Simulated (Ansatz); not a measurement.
# Interaction energy ladder

The pair of Li⁺ (SMILES [Li+], atom 1) and BCl₃ (SMILES ClB(Cl)Cl, atoms 2–5), both closed shells, in one local arrangement (a lower one may exist), relaxed at PBE0-D4/def2-TZVP:

Li1  (0.562, -0.715, -2.009)
Cl2  (-0.667, 1.022, -0.929)
B3  (-0.154, 0.196, 0.550)
Cl4  (-0.584, 0.743, 2.089)
Cl5  (0.843, -1.246, 0.300)
(Å)

Ansatz 0.2.0; basis: def2-TZVPPD, with def2-QZVPPD for the basis limit; cores frozen in the correlated methods. The outer core shell of Li, Na, Mg and K is correlated. B3LYP uses VWN-RPA correlation. Extrapolation: Hartree–Fock as exp(−7.88 √X), correlation as X^−2.97. Interaction energies count from these two fragments, frozen as in the pair, with the counterpoise correction; negative means bound.

Problem. What is the interaction energy by CCSD(T) at an estimated basis limit (MP2 extrapolated from triple and quadruple zeta, plus CCSD(T) − MP2 in triple zeta)? (Judge from chemistry; the value comes from the calculation.)

Solution. The calculation gives: -97.6 kJ/mol. Hartree–Fock alone gives -91.7 kJ/mol at the basis limit. It counts from the two fragments frozen as in the pair.

The same quantity by other methods in triple zeta, and each one's difference from that estimate:
```json
{"method": "PBE-D4", "E_int (kJ/mol)": "-104.5", "difference": "-7.0"}
{"method": "revPBE-D4", "E_int (kJ/mol)": "-101.9", "difference": "-4.3"}
{"method": "BLYP-D4", "E_int (kJ/mol)": "-104.4", "difference": "-6.9"}
{"method": "r2SCAN-D4", "E_int (kJ/mol)": "-94.1", "difference": "3.4"}
{"method": "B97M-V", "E_int (kJ/mol)": "-95.7", "difference": "1.9"}
{"method": "PBE0-D4", "E_int (kJ/mol)": "-102.6", "difference": "-5.0"}
{"method": "B3LYP-D4", "E_int (kJ/mol)": "-103.7", "difference": "-6.1"}
{"method": "HSE06-D4", "E_int (kJ/mol)": "-102.5", "difference": "-4.9"}
{"method": "wB97X-V", "E_int (kJ/mol)": "-98.0", "difference": "-0.4"}
{"method": "wB97M-V", "E_int (kJ/mol)": "-99.6", "difference": "-2.1"}
{"method": "B2PLYP", "E_int (kJ/mol)": "-98.4", "difference": "-0.8"}
{"method": "HF", "E_int (kJ/mol)": "-88.2", "difference": "9.4"}
{"method": "MP2", "E_int (kJ/mol)": "-90.8", "difference": "6.8"}
{"method": "CCSD", "E_int (kJ/mol)": "-90.7", "difference": "6.9"}
{"method": "CCSD(T)", "E_int (kJ/mol)": "-90.9", "difference": "6.6"}
```
Differences are method less estimate.

Energy to bend the free fragments (PBE0-D4 minima) into their shapes in the pair, CCSD(T)/def2-TZVPPD: BCl₃ 5.5 kJ/mol. This must be added to the interaction energy to get the binding energy from relaxed fragments.

Basis-set superposition shift (counterpoise-corrected less uncorrected): CCSD(T) 2.7; MP2 2.4; HF 0.2; PBE0-D4 0.3; wB97M-V 0.3 kJ/mol.

The T1 diagnostic stays at or below 0.012.

For scale, one of the runs: CCSD(T)/def2-TZVPPD, 212 basis functions, launched by `ansatz run in.yaml --threads 4 --pin off --events-out ev --progress --plain --max-ram 9574MiB`. The run took 16 s on 4 CPU threads of an Arm Neoverse V2 (shared host), with 1.9 GiB of host memory at its peak.
